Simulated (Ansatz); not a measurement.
Mulliken charges of CH$_{6}$AlBS, SMILES `[CH3][AlH][BH]S` from ωB97M-V/def2-TZVPP in Ansatz (PBE0-D4/def2-TZVP geometry).

```csv
atom,x (Å),y (Å),z (Å),charge (e)
C1,-1.000,1.553,-0.003,-0.514
Al2,0.651,0.508,-0.121,0.375
B3,0.821,-1.441,0.689,-0.159
S4,0.454,-2.963,-0.135,-0.093
H5,-1.415,1.712,-1.005,0.105
H6,-0.800,2.550,0.404,0.108
H7,-1.775,1.085,0.608,0.113
H8,1.892,1.156,-0.889,-0.120
H9,1.184,-1.670,1.810,0.085
H10,0.071,-2.543,-1.355,0.101
```

Problem. By hand: the dipole of these point charges (1 e Å = 4.8032 D).

Solution. Σ q r = (0.031, -0.063, -0.010) e Å, of length 0.071 e Å = 0.34 D.

Problem. How does the dipole of the full density compare? (Estimate.)

Solution. The calculation gave: (-0.158, 0.075, -0.083) e Å, 0.93 D; the point charges give 0.37 times that, at 130° from its direction, so they point the opposite way.

Point charges leave out the atoms' own dipoles, such as those of lone pairs, and Mulliken's split depends on the basis, so the two needn't agree.
